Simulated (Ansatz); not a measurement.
## From F to I: the HOMO–LUMO gap

One atom is swapped for its congeners: TiCl3F `[F][Ti]([Cl])([Cl])[Cl]`; TiCl4 (titanium tetrachloride) `[Cl][Ti]([Cl])([Cl])[Cl]`; TiICl3 `[Cl][Ti]([Cl])([Cl])[I]`. The Br member is missing. All are singlets with charge 0.

Shapes, held fixed at every level: PBE0-D4/def2-TZVP. Programs: Ansatz 0.2.0. Values in eV.

| level | TiCl3F | TiCl4 | TiICl3 |
| --- | --- | --- | --- |
| SPW92/def2-TZVPP | 3.73 | 3.65 | 2.74 |
| PBE-D4/def2-TZVPP | 3.80 | 3.72 | 2.79 |
| B3LYP-D4/def2-TZVPP | 5.48 | 5.40 | 4.23 |
| PBE0-D4/def2-TZVPP | 5.99 | 5.90 | 4.68 |
| r2SCAN0-D4/def2-TZVPP | 6.26 | 6.17 | 4.90 |
| wB97M-V/def2-TZVPP | 10.30 | 10.21 | 8.76 |

At wB97M-V/def2-TZVPP the HOMO–LUMO gap falls at every step, from 10.30 to 8.76 eV. Every level shows the same order. For atoms past krypton def2 sets carry core potentials with scalar relativity. Orbital gaps aren't excitation energies, and the LUMO depends on the basis.
